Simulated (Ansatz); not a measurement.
CH₇AlOSi₂, SMILES `[CH2]1[AlH][O][SiH2][SiH2]1`. The species carries charge 0 and has multiplicity 1.

Cartesian coordinates in Å:
```
C 0.907 0.343 -1.132
Al 1.202 1.201 0.599
O -0.089 0.823 1.658
Si -1.279 -0.240 1.217
Si -0.362 -1.019 -0.818
H 1.806 -0.017 -1.638
H 0.457 1.101 -1.788
H 2.365 2.142 1.098
H -1.454 -1.282 2.265
H -2.579 0.476 1.072
H -1.322 -1.217 -1.940
H 0.348 -2.311 -0.592
```

(1) What are the harmonic wavenumbers in cm⁻¹ at PBE0-D4/def2-TZVP (Ansatz, finite differences of forces, unscaled)? (Best estimate.)

(2) Is this a minimum?

(3) Give the ideal-gas thermochemistry at 298.15 K and 1 bar (rigid rotor, harmonic oscillator; point group C1, symmetry number 1).

(4) And at 400, 500, 600, 800 and 1000 K?

## Answers

(1) Ansatz gave: 74, 138, 266, 311, 375, 403, 426, 496, 569, 601, 616, 679, 688, 706, 723, 792, 855, 930, 934, 946, 961, 975, 1370, 1960, 2190, 2192, 2203, 2207, 3040, 3122.

(2) Yes, all 30 modes are real.

(3) Zero-point energy 189.9 kJ/mol; H(298) − E = 212.4 kJ/mol; entropy 355.4 J/(mol·K), of which translation 168.4, rotation 115.8, vibration 71.2; G(298) − E = 106.5 kJ/mol. Modes under 100 cm⁻¹ are hindered rotations or soft bends, so the harmonic entropy is rough.

(4) 
```json
{"T (K)": "400", "H − E (kJ/mol)": "227.1", "S (J/mol/K)": "397.6", "G − E (kJ/mol)": "68.1"}
{"T (K)": "500", "H − E (kJ/mol)": "244.0", "S (J/mol/K)": "435.1", "G − E (kJ/mol)": "26.4"}
{"T (K)": "600", "H − E (kJ/mol)": "262.6", "S (J/mol/K)": "469.1", "G − E (kJ/mol)": "-18.8"}
{"T (K)": "800", "H − E (kJ/mol)": "303.9", "S (J/mol/K)": "528.3", "G − E (kJ/mol)": "-118.7"}
{"T (K)": "1000", "H − E (kJ/mol)": "349.0", "S (J/mol/K)": "578.5", "G − E (kJ/mol)": "-229.5"}
```
